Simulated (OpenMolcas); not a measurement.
Co6+, Rh6+, Ir6+: d³ down the group

```yaml
Program: OpenMolcas
Method: MS-CASPT2, IPEA 0.25 Eh, imaginary shift 0.1 Eh
Basis: ANO-RCC-VTZP
Scalar_Hamiltonian: DKH2, point nucleus
Spin-orbit_coupling: state interaction with AMFI integrals over the reference wave functions, term energies averaged over their components
```

Active space for each ion: 3 electrons in 10 orbitals (d d); closed shells correlated by CASPT2: Co6+ 3s 3p; Rh6+ 4s 4p; Ir6+ 5s 5p.

Computed levels in cm-1 above ⁴F_3/2:

```json
{"Level": "⁴F_5/2", "Co6+": "737", "Rh6+": "1881", "Ir6+": "8460"}
{"Level": "⁴F_7/2", "Co6+": "1720", "Rh6+": "4100", "Ir6+": "14590"}
{"Level": "⁴P_1/2", "Co6+": "22180", "Rh6+": "15150", "Ir6+": "19750"}
{"Level": "⁴P_5/2", "Co6+": "23360", "Rh6+": "18040", "Ir6+": "29880"}
{"Level": "²G_7/2", "Co6+": "24360", "Rh6+": "17990", "Ir6+": "27840"}
{"Level": "²G_9/2", "Co6+": "25340", "Rh6+": "19200", "Ir6+": "45440"}
{"Level": "²P_3/2", "Co6+": "30900", "Rh6+": "28250", "Ir6+": "48840"}
{"Level": "²P_1/2", "Co6+": "31190", "Rh6+": "22900", "Ir6+": "34920"}
{"Level": "²H_9/2", "Co6+": "33930", "Rh6+": "25600", "Ir6+": "29410"}
{"Level": "weight of ⁴F in the lowest level (%)", "Co6+": "100", "Rh6+": "97", "Ir6+": "78"}
```

Mixed levels, with the weight of the term that names them: Co6+ ²P_3/2 (59 %), Rh6+ ²G_9/2 (67 %), Rh6+ ²P_3/2 (53 %), Rh6+ ²H_9/2 (71 %), Ir6+ ⁴P_1/2 (67 %), Ir6+ ²G_9/2 (58 %), Ir6+ ²P_3/2 (56 %), Ir6+ ²P_1/2 (67 %), Ir6+ ²H_9/2 (55 %).

Measured, with the error of the calculation in %. Measured levels: Co6+ from Sugar and Corliss, J. Phys. Chem. Ref. Data 10, 1097 (1981).

```csv
Level,Co6+
⁴F_5/2,698 (+5.6)
⁴F_7/2,1610 (+6.8)
⁴P_1/2,21096 (+5.1)
⁴P_5/2,22187 (+5.3)
```

The fine-structure level ⁴F_7/2 changes by a factor of 8.48 from Co6+ to Ir6+.

Without spin-orbit coupling ⁴P lies 21250, 13120, 12250 cm-1 above ⁴F in that order; the difference to the level ⁴P_1/2, of either sign, comes from spin-orbit coupling, which also lowers the zero.

CASPT2 breaks the degeneracy within a term, and the mean is taken; among the terms shown or strongly mixed into the levels shown the widest spread is 920 cm-1 (4d³ ⁴F, Rh6+). Active for correlation alone: 4d; no level in the range computed is led by a configuration that fills it, so any true level of that kind is missing (holds for Co6+). Active for correlation alone: 5d; no level in the range computed is led by a configuration that fills it, so any true level of that kind is missing (holds for Rh6+). Active for correlation alone: 6d; no level in the range computed is led by a configuration that fills it, so any true level of that kind is missing (holds for Ir6+). Computed and measured levels are paired by configuration, term and J; levels that our copy of the source lacks, or whose pairing is in doubt (as where it misses far off the trend of its configuration), stay unpaired and out of the deviations. Only configurations of the active space appear.
